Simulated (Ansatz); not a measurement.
## Match the barriers

Saddle point of Si2H8SO, singlet (Si₂H₆O ([OH][SiH2][SiH3]) + H₂S → Si₂H₆S ([SiH3][SiH2][SH]) + H₂O; bonds formed: Si1–S7, O2–H6; bonds broken: Si1–O2, H6–S7), PBE0-D4/def2-TZVP structure:

```xyz
12
angstrom
Si -0.3088 -0.7079 0.4011
O 1.5118 -0.8649 0.8107
H -0.9288 -1.9331 -0.1637
H -0.5473 -0.9107 1.8841
Si -1.2628 1.3630 -0.0810
H 1.8487 -0.9825 -0.1599
S 0.9141 -0.5876 -1.8072
H 1.7711 -1.5363 1.4559
H -1.9815 1.2940 -1.3786
H -2.2005 1.8215 0.9838
H -0.1619 2.3601 -0.1877
H 1.3458 0.6843 -1.7576
```

Program: Ansatz 0.2.0. Basis: def2-TZVPP, with def2-QZVPP for the basis limit. Cores are frozen in the correlated methods. Extrapolation: Hartree–Fock as exp(−7.88 √X), correlation as X^−2.97. Four methods, as single points on the PBE0-D4 structures, gave these electronic barriers from the start structure: 22.78, 25.73, 31.44, 44.16 kcal/mol.

(1) The methods were, in alphabetical order, CCSD(T), HF, PBE-D4, PBE0-D4. Which gave which? (Judge from chemistry; the calculation decides.)

T1 diagnostic: at most 0.013.

## Answers

(1) Computed: PBE-D4 22.78; PBE0-D4 25.73; CCSD(T) 31.44; HF 44.16 kcal/mol. For comparison, CCSD(T) at an estimated basis limit (MP2 extrapolated from triple and quadruple zeta, plus CCSD(T) − MP2 in triple zeta) gives 30.39 kcal/mol.

Labels in which every atom is bracketed show which atoms are joined, not bond orders.

For scale, one of the runs: CCSD(T)/def2-TZVPP, 269 basis functions, launched by `ansatz run in.yaml --threads 4 --pin off --events-out ev --progress --plain --max-ram 9574MiB`. Time: 2.8 min of wall clock on 4 CPU threads of an Arm Neoverse V1; the host was shared. Peak host memory: 6.3 GiB.
